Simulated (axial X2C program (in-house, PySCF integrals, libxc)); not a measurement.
## Low determinants of SrF at the PBE0 level, with spin–orbit coupling

Computed with an in-house relativistic program for diatomic molecules. Two-component (2c) means X2C with spin–orbit coupling and atomic mean-field two-electron Coulomb and Gaunt terms. Basis: Sr dyall-cv3z [13s12p8d5f1g], F dyall-av3z [7s6p3d2f] (cores contracted in-house); Gaussian nuclei, density fitting, unrestricted open shells. Masses: Sr 87.906 u, F 18.998 u.

Search at 2.069 Å (vertical energies from the lowest determinant):

| ΔE (eV) | state | electrons beyond evenly filled partner blocks | electrons in ±ω = 1/2, 3/2, 5/2, 7/2 |
| --- | --- | --- | --- |
| 0.00 | Ω = 1/2 | ω = 1/2 | 33 12 2 0 |
| 1.81 | Ω = 3/2 | ω = 3/2 | 32 13 2 0 |
| 2.58 | Ω = 5/2 | ω = 5/2 | 32 12 3 0 |
| 7.05 | Ω = 3/2 | ω = 3/2 | 34 11 2 0 |
| 8.49 | Ω = 7/2 | ω = 1/2, 2 × ω = 3/2 | 33 12 2 0 |

Lowest determinant, Ω = 1/2 (⟨Sz⟩ = 0.50, ⟨Lz⟩ = 0.00 at PBE0): Re = 2.064 Å, ωe = 506.6 cm⁻¹.

The determinant in row 2 of the search, Ω = 3/2 (⟨Sz⟩ = 0.50, ⟨Lz⟩ = 1.00 at PBE0), was followed along the bond at PBE0; measured from the minimum of the lowest determinant it gives:

Te = 1.809 eV (14590 cm⁻¹), Re = 2.050 Å, ωe = 513.7 cm⁻¹.

Task: Compare the bond of the determinant in row 2 with that of the lowest one.

Result: At PBE0 its Re is 0.014 Å shorter and its force constant, which goes as ωe², is 1.03 times that of the lowest determinant. T0 ≈ Te + Δωe/2 = 14590 + (4) = 14594 cm⁻¹.

The search compares states at one distance, so a state with another bond length can lie lower; it is not exhaustive and yields mostly the lowest determinant of each block pattern, so other components and higher states of one pattern are missing. These are energies of single determinants, not of spin-adapted states; PBE0 term energies can be off by some tenths of an eV, and the functional has no current term.
